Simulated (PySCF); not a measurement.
C3H11PSi2 (charge +1 and doublet state).
Structure used (GFN2-xTB), in Å, numbered top down from 1:
```xyz
17
C3H11PSi2 angstrom
C      2.5939   -0.0181   -0.8271
C      2.0451   -0.1392    0.3769
C      0.7920   -0.8956    0.6363
Si    -0.5913    0.4429    0.7325
Si    -2.6850   -0.8246    0.1883
P     -0.2818    2.0954   -0.7625
H      3.5228    0.5036   -0.9734
H      2.1592   -0.4759   -1.7013
H      2.5048    0.3292    1.2349
H      0.8597   -1.4416    1.5758
H      0.6053   -1.6070   -0.1680
H     -0.5984    1.0617    2.0634
H     -3.3982    0.0531   -0.7331
H     -2.2283   -2.0693   -0.4205
H     -3.3029   -0.9584    1.4991
H     -1.5756    2.6017   -0.8006
H     -0.4283    1.3542   -1.9306
```

The hyperfine couplings belong to this conformer and change with its torsions.

As a line formula: `C=CC[Si@H]([SiH3])[PH2+]` [radical] (charge +1).

The calculation used PySCF, UKS B3LYP, pcH-1 on C H P Si, non-relativistic, mean-field spin-orbit, GIAO. The structure is a single GFN2-xTB conformer in the gas phase; no vibrational or solvent corrections. GFN2-xTB frequencies show an imaginary mode (49i cm⁻¹), so this geometry is no minimum at that level. The geometry wasn't refined by DFT: couplings that depend on bond lengths, twists or pyramidal angles can differ widely from those at the functional's own minimum, by a factor of two or more for some ions and for spin on atoms past the first row. No stability test was run, so a lower SCF solution isn't excluded.

Principal values of hyperfine tensors in MHz (contact, dipolar and spin–orbit terms together), for some of the nuclei:

```
atom  isotope       A1      A2      A3
  P6      31P   122.23  133.68  432.04
 H15       1H    52.87   57.85   61.40
 Si5     29Si  -115.98  -16.70  -15.30
 Si4     29Si   -12.38   76.67   82.36
  C1      13C    -3.30   -2.70   47.20
 H17       1H     8.07   12.10   16.73
  H8       1H   -17.96  -11.26   -2.11
 H12       1H   -12.90   -9.61   -5.16
```

Q: Split each tensor into its isotropic and traceless parts, and turn a_iso into mT with g = 2.0127.

A: a_iso = (A1 + A2 + A3)/3, Ti = Ai − a_iso; 1 mT corresponds to 28.170 MHz. The tensors hold a spin–orbit part: the run splits a_iso into a_FC + a_SO, and T includes its anisotropic share.

```json
{"atom": "P6", "a_iso (MHz)": "229.32", "a_FC": "229.44", "a_SO": "-0.12", "a_iso (mT)": "8.140", "T1": "-107.09", "T2": "-95.63", "T3": "202.72"}
{"atom": "H15", "a_iso (MHz)": "57.37", "a_FC": "57.37", "a_SO": "0.01", "a_iso (mT)": "2.037", "T1": "-4.51", "T2": "0.48", "T3": "4.03"}
{"atom": "Si5", "a_iso (MHz)": "-49.33", "a_FC": "-49.36", "a_SO": "0.03", "a_iso (mT)": "-1.751", "T1": "-66.65", "T2": "32.62", "T3": "34.02"}
{"atom": "Si4", "a_iso (MHz)": "48.88", "a_FC": "49.77", "a_SO": "-0.89", "a_iso (mT)": "1.735", "T1": "-61.27", "T2": "27.79", "T3": "33.48"}
{"atom": "C1", "a_iso (MHz)": "13.73", "a_FC": "13.78", "a_SO": "-0.04", "a_iso (mT)": "0.488", "T1": "-17.03", "T2": "-16.43", "T3": "33.47"}
{"atom": "H17", "a_iso (MHz)": "12.30", "a_FC": "12.24", "a_SO": "0.06", "a_iso (mT)": "0.437", "T1": "-4.23", "T2": "-0.20", "T3": "4.43"}
{"atom": "H8", "a_iso (MHz)": "-10.44", "a_FC": "-10.44", "a_SO": "0.00", "a_iso (mT)": "-0.371", "T1": "-7.52", "T2": "-0.82", "T3": "8.34"}
{"atom": "H12", "a_iso (MHz)": "-9.22", "a_FC": "-9.28", "a_SO": "0.05", "a_iso (mT)": "-0.327", "T1": "-3.68", "T2": "-0.39", "T3": "4.06"}
```

Q: What spin density at the nucleus of H8 lies behind its contact coupling (g_N = 5.58569)?

A: a_FC = (2μ0/3) gₑ μB g_N μN ρ(0)/(2S·h) = 800.24 MHz × g_N × ρ(0)/(2S), with ρ in bohr⁻³. With a_FC = -10.44 MHz and 2S = 1, ρ(0) = -0.002337 bohr⁻³. In magnitude that is 0.7 % of the 1/π = 0.318 of a free hydrogen atom.

Q: H7 (1H, g_N = 5.58569) isn't in the table. Its spin density at the nucleus is -0.002232 bohr⁻³. What is its contact coupling?

A: By the same relation, a_FC = -9.98 MHz. Its full tensor has the principal values -18.53, -11.00, -0.42 MHz.

Q: Name the largest traceless tensor T of the table and describe it.

A: P6: -107.1, -95.6, 202.7 MHz (the dipolar term alone has -105.9, -96.7, 202.6), nearly axial, close to the ratio −1:−1:+2.

Q: What first-order splitting does H15 cause when the field lies along A1, A2 or A3 of its tensor (g taken as isotropic, no quadrupole term)?

A: 2 lines (I = 1/2), spaced by |A_i|/(g × 13.996): 1.88, 2.05, 2.18 mT along the axes of A1, A2 and A3.
